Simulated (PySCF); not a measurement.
HO2Si, charge +1.

```xyz
4

O     -0.0012     1.5745     0.0000
Si     0.0187     0.0852     0.0000
O     -0.0906    -1.4443     0.0000
H      0.4724    -2.2335     0.0000
```
Charge +1, spin multiplicity 1.

Geometry: PBE0-D3(BJ)/def2-TZVP. The isomer is the one that the SMILES or the coordinates give; other isomers of the formula were not compared.

Calculation: B3LYP/pcSseg-2 run with PySCF. Non-relativistic, no solvent.

Computed absolute GIAO shielding of each atom: isotropic value and principal components (ppm):
| atom | σ(iso) | σ11 | σ22 | σ33 | span |
|---|---|---|---|---|---|
| O1 | 183.8 | 56.0 | 83.8 | 411.6 | 355.6 |
| Si2 | 390.9 | 145.3 | 152.1 | 875.4 | 730.1 |
| O3 | 284.9 | 215.5 | 240.7 | 398.6 | 183.1 |
| H4 | 24.4 | 16.3 | 16.4 | 40.7 | 24.4 |
